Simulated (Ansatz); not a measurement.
Input file for Ansatz (a quantum-chemistry and plane-wave program): R-CCSD(T)/aug-cc-pV(D+d)Z on AlH3 (SMILES [AlH3]) with ghost functions, monomers drawn apart or pushed together. Files ending in .json are basis or fitting sets from the Basis Set Exchange.

Ansatz 0.2 input:
```yaml
crystal:
  periodic: [false, false, false]
  atoms:
    - {symbol: Al, position_ang: [-0.02131263, 0.21827211, 0.32568648]}
    - {symbol: H, position_ang: [0.60329896, -0.93480702, -0.56573406]}
    - {symbol: H, position_ang: [-1.60833495, 0.38573284, 0.33738105]}
    - {symbol: H, position_ang: [0.86874100, 1.50996026, 0.61918682]}
basis:
  gaussian:
    orbitals: aug-cc-pV_D+d_Z.json
    ghost_atoms:
      - {symbol: O, position_ang: [0.20231858, -1.12961115, 3.74209492]}
      - {symbol: H, position_ang: [-0.66273109, -1.23120958, 4.15970871]}
      - {symbol: H, position_ang: [0.75041099, -0.58498974, 4.32176217]}
magnetization: {spin_polarized: false}
correlation: {method: ccsd_t, electrons: outside_noble_gas}
scf: {lower_state_search: off}
```

Q: Predict the final total energy.

A: -243.7400 hartree (reference determinant -243.6318, T1 diagnostic 0.009).
